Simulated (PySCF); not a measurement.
H$_{6}$Cl$_{2}$Ge$_{2}$Si (SMILES Cl[Si](Cl)([GeH3])[GeH3]), singlet, geometry from GFN2-xTB, atoms displaced at random by about 0.03 Å a coordinate; R2SCAN/STO-3G, gradient by finite differences in PySCF.

The PySCF input:
```python
from pyscf import gto, scf, dft

mol = gto.M(
    atom='''
Cl   -0.090474    2.172010    0.819308
Si   -0.034755    0.354740   -0.232150
Cl   -0.436093    0.763189   -2.144148
Ge    2.058638   -0.638999    0.019262
Ge   -1.874063   -0.999657    0.647252
H     2.858457   -0.754187   -1.264008
H     2.041180   -1.896252    0.677776
H     3.079283    0.229346    0.899822
H    -3.011512   -0.229463    1.175210
H    -2.344752   -1.915586   -0.377348
H    -1.433522   -1.843791    1.725443
''',
    basis='sto-3g',
    charge=0,
    spin=0,
    verbose=4,
)

mf = dft.RKS(mol)
mf.xc = 'r2scan'
mf.conv_tol = 1e-11
mf.kernel()
scan, done = mf.as_scanner(), []
scan.scf_summary = {}
def energy(d):
    c = mol.atom_coords()
    c[7, 0] += d
    e = scan(mol.set_geom_(c, unit='Bohr', inplace=False))
    done.append(scan.converged)
    return e
h = 0.01
fd = (energy(h) - energy(-h)) / (2 * h)
print('dE/dx =', fd)
```

What the program printed (banner, timings and long lists left out):

```
PySCF version 2.14.0

[INPUT] verbose = 4
[INPUT] num. atoms = 11
[INPUT] num. electrons = 118
[INPUT] charge = 0
[INPUT] spin (= nelec alpha-beta = 2S) = 0
[INPUT] symmetry False subgroup None
[INPUT] Mole.unit = angstrom
[INPUT] Symbol           X                Y                Z      unit          X                Y                Z       unit  Magmom
[...]
nuclear repulsion = 953.735774524047
number of shells = 37
number of NR pGTOs = 207
number of NR cGTOs = 69
basis = sto-3g
ecp = {}

******** <class 'pyscf.dft.rks.RKS'> ********
method = RKS
initial guess = minao
damping factor = 0
level_shift factor = 0
DIIS = <class 'pyscf.scf.diis.CDIIS'>
diis_start_cycle = 1
diis_space = 8
diis_damp = 0
SCF conv_tol = 1e-11
SCF conv_tol_grad = None
SCF max_cycles = 50
direct_scf = True
direct_scf_tol = 1e-13
XC library pyscf.dft.libxc version 7.1.2
    S. Lehtola, C. Steigemann, M. J. T. Oliveira, and M. A. L. Marques,  SoftwareX 7, 1–5 (2018)
XC functionals = r2scan
    J. W. Furness, A. D. Kaplan, J. Ning, J. P. Perdew, and J. Sun,  J. Phys. Chem. Lett. 11, 8208–8215 (2020)
    J. W. Furness, A. D. Kaplan, J. Ning, J. P. Perdew, and J. Sun,  J. Phys. Chem. Lett. 11, 9248–9248 (2020)
    J. W. Furness, A. D. Kaplan, J. Ning, J. P. Perdew, and J. Sun,  J. Phys. Chem. Lett. 11, 8208–8215 (2020)
    J. W. Furness, A. D. Kaplan, J. Ning, J. P. Perdew, and J. Sun,  J. Phys. Chem. Lett. 11, 9248–9248 (2020)
radial grids:
    Treutler-Ahlrichs [JCP 102, 346 (1995); DOI:10.1063/1.469408] (M4) radial grids

becke partition: Becke, JCP 88, 2547 (1988); DOI:10.1063/1.454033
pruning grids: <function nwchem_prune>
grids dens level: 3
symmetrized grids: False
atomic radii adjust function: <function treutler_atomic_radii_adjust>
small_rho_cutoff = 0
Set gradient conv threshold to 3.16228e-06
Initial guess from minao.
tot grids = 157072
init E= -5301.34346899416
[...]
cycle= 1 E= -5306.31482805215  delta_E= -4.97  |g|= 0.647  |ddm|= 3.85
[...]
cycle= 2 E= -5298.81395463045  delta_E=  7.5  |g|= 5.64  |ddm|= 7.71
[...]
cycle= 3 E= -5306.41834656151  delta_E= -7.6  |g|= 0.488  |ddm|= 6.81
[...]
cycle= 4 E= -5306.49024214256  delta_E= -0.0719  |g|= 0.173  |ddm|= 1.07
[...]
cycle= 5 E= -5306.50200530259  delta_E= -0.0118  |g|= 0.0184  |ddm|= 0.379
[...]
cycle= 6 E= -5306.50214124537  delta_E= -0.000136  |g|= 0.00806  |ddm|= 0.0592
[...]
cycle= 7 E= -5306.50217078399  delta_E= -2.95e-05  |g|= 0.0017  |ddm|= 0.0196
[...]
cycle= 8 E= -5306.50217221972  delta_E= -1.44e-06  |g|= 0.000104  |ddm|= 0.00402
[...]
cycle= 9 E= -5306.50217222668  delta_E= -6.97e-09  |g|= 1.97e-05  |ddm|= 0.000379
[...]
cycle= 10 E= -5306.50217222687  delta_E= -1.86e-10  |g|= 4.76e-06  |ddm|= 7.05e-05
[...]
cycle= 11 E= -5306.50217222691  delta_E= -3.82e-11  |g|= 5.76e-07  |ddm|= 1.58e-05
[...]
cycle= 12 E= -5306.50217222692  delta_E= -1.64e-11  |g|= 5.95e-08  |ddm|= 1.64e-06
[...]
cycle= 13 E= -5306.50217222691  delta_E= 9.09e-12  |g|= 1.37e-08  |ddm|= 1.74e-07
[...]
Extra cycle  E= -5306.50217222691  delta_E= 9.09e-12  |g|= 1.46e-08  |ddm|= 6.31e-08
converged SCF energy = -5306.50217222691
Create scanner for <class 'pyscf.dft.rks.RKS'>

WARN: Mole.unit (angstrom) is changed to Bohr

New geometry
   1 Cl    -0.090474000000   2.172010000000   0.819308000000 AA   -0.170971081394   4.104504039817   1.548267731665 Bohr
   2 Si    -0.034755000000   0.354740000000  -0.232150000000 AA   -0.065677431459   0.670361445428  -0.438699919818 Bohr
   3 Cl    -0.436093000000   0.763189000000  -2.144148000000 AA   -0.824096334840   1.442218191281  -4.051852490534 Bohr
   4 Ge     2.058638000000  -0.638999000000   0.019262000000 AA    3.890262009622  -1.207533103871   0.036399904611 Bohr
   5 Ge    -1.874063000000  -0.999657000000   0.647252000000 AA   -3.541465810181  -1.889077948504   1.223129013577 Bohr
   6 H      2.858457000000  -0.754187000000  -1.264008000000 AA    5.401700868846  -1.425206876707  -2.388628939259 Bohr
[...]
cycle= 5 E= -5306.50175928034  delta_E= -1.36e-10  |g|= 2.5e-06  |ddm|= 4.88e-05
[...]
cycle= 6 E= -5306.50175928035  delta_E= -1.18e-11  |g|= 5.41e-07  |ddm|= 8.89e-06
[...]
cycle= 7 E= -5306.50175928036  delta_E= -1.36e-11  |g|= 1.5e-07  |ddm|= 1.68e-06
[...]
cycle= 8 E= -5306.50175928036  delta_E= 5.46e-12  |g|= 1.67e-08  |ddm|= 3.57e-07
[...]
Extra cycle  E= -5306.50175928036  delta_E= -7.28e-12  |g|= 1.8e-08  |ddm|= 8.03e-08
converged SCF energy = -5306.50175928036

WARN: Mole.unit (angstrom) is changed to Bohr

New geometry
   1 Cl    -0.090474000000   2.172010000000   0.819308000000 AA   -0.170971081394   4.104504039817   1.548267731665 Bohr
   2 Si    -0.034755000000   0.354740000000  -0.232150000000 AA   -0.065677431459   0.670361445428  -0.438699919818 Bohr
   3 Cl    -0.436093000000   0.763189000000  -2.144148000000 AA   -0.824096334840   1.442218191281  -4.051852490534 Bohr
   4 Ge     2.058638000000  -0.638999000000   0.019262000000 AA    3.890262009622  -1.207533103871   0.036399904611 Bohr
   5 Ge    -1.874063000000  -0.999657000000   0.647252000000 AA   -3.541465810181  -1.889077948504   1.223129013577 Bohr
   6 H      2.858457000000  -0.754187000000  -1.264008000000 AA    5.401700868846  -1.425206876707  -2.388628939259 Bohr
   7 H      2.041180000000  -1.896252000000   0.677776000000 AA    3.857271170940  -3.583396943159   1.280811013803 Bohr
   8 H      3.073991227891   0.229346000000   0.899822000000 AA    5.809001530029   0.433401127764   1.700417140858 Bohr
   9 H     -3.011512000000  -0.229463000000   1.175210000000 AA   -5.690932900841  -0.433622225721   2.220825038850 Bohr
  10 H     -2.344752000000  -1.915586000000  -0.377348000000 AA   -4.430939110026  -3.619932908051  -0.713084373652 Bohr
  11 H     -1.433522000000  -1.843791000000   1.725443000000 AA   -2.708963973539  -3.484260020938   3.260614713548 Bohr

******** <class 'pyscf.scf.hf.RKS_Scanner'> ********
method = RKS_Scanner
initial guess = minao
damping factor = 0
level_shift factor = 0
DIIS = <class 'pyscf.scf.diis.CDIIS'>
diis_start_cycle = 1
diis_space = 8
diis_damp = 0
SCF conv_tol = 1e-11
SCF conv_tol_grad = None
SCF max_cycles = 50
direct_scf = True
direct_scf_tol = 1e-13
XC library pyscf.dft.libxc version 7.1.2
    S. Lehtola, C. Steigemann, M. J. T. Oliveira, and M. A. L. Marques,  SoftwareX 7, 1–5 (2018)
XC functionals = r2scan
    J. W. Furness, A. D. Kaplan, J. Ning, J. P. Perdew, and J. Sun,  J. Phys. Chem. Lett. 11, 8208–8215 (2020)
    J. W. Furness, A. D. Kaplan, J. Ning, J. P. Perdew, and J. Sun,  J. Phys. Chem. Lett. 11, 9248–9248 (2020)
    J. W. Furness, A. D. Kaplan, J. Ning, J. P. Perdew, and J. Sun,  J. Phys. Chem. Lett. 11, 8208–8215 (2020)
    J. W. Furness, A. D. Kaplan, J. Ning, J. P. Perdew, and J. Sun,  J. Phys. Chem. Lett. 11, 9248–9248 (2020)
radial grids:
    Treutler-Ahlrichs [JCP 102, 346 (1995); DOI:10.1063/1.469408] (M4) radial grids

becke partition: Becke, JCP 88, 2547 (1988); DOI:10.1063/1.454033
pruning grids: <function nwchem_prune>
grids dens level: 3
symmetrized grids: False
atomic radii adjust function: <function treutler_atomic_radii_adjust>
small_rho_cutoff = 0
Set gradient conv threshold to 3.16228e-06
tot grids = 157072
init E= -5306.50372391621
[...]
cycle= 1 E= -5306.50257652772  delta_E= 0.00115  |g|= 0.00218  |ddm|= 0.0146
[...]
cycle= 2 E= -5306.50257695136  delta_E= -4.24e-07  |g|= 0.00227  |ddm|= 0.0115
[...]
cycle= 3 E= -5306.50257932113  delta_E= -2.37e-06  |g|= 0.000353  |ddm|= 0.00569
[...]
cycle= 4 E= -5306.50257937932  delta_E= -5.82e-08  |g|= 3.12e-05  |ddm|= 0.00078
[...]
cycle= 5 E= -5306.50257937984  delta_E= -5.14e-10  |g|= 4.94e-06  |ddm|= 9.61e-05
[...]
cycle= 6 E= -5306.5025793799  delta_E= -5.91e-11  |g|= 9.98e-07  |ddm|= 1.77e-05
[...]
cycle= 7 E= -5306.50257937989  delta_E= 4.55e-12  |g|= 2.79e-07  |ddm|= 3.21e-06
[...]
Extra cycle  E= -5306.50257937988  delta_E= 1.18e-11  |g|= 3.25e-07  |ddm|= 1.29e-06
converged SCF energy = -5306.50257937988
dE/dx = 0.041004975901159924
```
